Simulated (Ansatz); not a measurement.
`O[CH]([AlH2])[SiH3]`. The species carries charge 0 and has multiplicity 1. All single points use the PBE0-D4/def2-TZVP geometry. It is one conformer, not always the lowest.

```xyz
11

O     0.777    0.759   -1.437
C     0.057   -0.177   -0.618
Al    1.154   -1.114    0.716
Si   -1.344    0.769    0.214
H     1.716    0.560   -1.402
H    -0.430   -0.940   -1.252
H     0.535   -2.129    1.763
H     2.710   -0.784    0.649
H    -2.103    1.590   -0.765
H    -2.264   -0.208    0.862
H    -0.807    1.674    1.270
```

**Question.** What is the dipole moment at PBE/def2-TZVPP? (An estimate is asked.)

**Answer.** Computed: 1.44 D, with components (0.83, -1.18, 0.06) D in this frame, pointing from negative to positive charge.

**Question.** And with r2SCAN, B3LYP, ωB97M-V? (Best estimate.)

**Answer.** Ansatz gave: r2SCAN 1.49 D, B3LYP 1.54 D, ωB97M-V 1.56 D.

**Question.** Give the Mulliken charges with PBE, r2SCAN, ωB97M-V in def2-TZVPP. (Estimate.)

**Answer.** Ansatz gave: 
| atom | PBE | r2SCAN | ωB97M-V |
| --- | --- | --- | --- |
| O1 | -0.30 | -0.36 | -0.32 |
| C2 | -0.07 | -0.11 | -0.20 |
| Al3 | 0.33 | 0.47 | 0.39 |
| Si4 | 0.16 | 0.26 | 0.14 |
| H5 | 0.19 | 0.21 | 0.18 |
| H6 | 0.09 | 0.07 | 0.11 |
| H7 | -0.11 | -0.15 | -0.10 |
| H8 | -0.13 | -0.17 | -0.12 |
| H9 | -0.05 | -0.07 | -0.02 |
| H10 | -0.05 | -0.07 | -0.03 |
| H11 | -0.06 | -0.08 | -0.04 |

B3LYP here is the variant with VWN-RPA as its local correlation; programs differ in this.
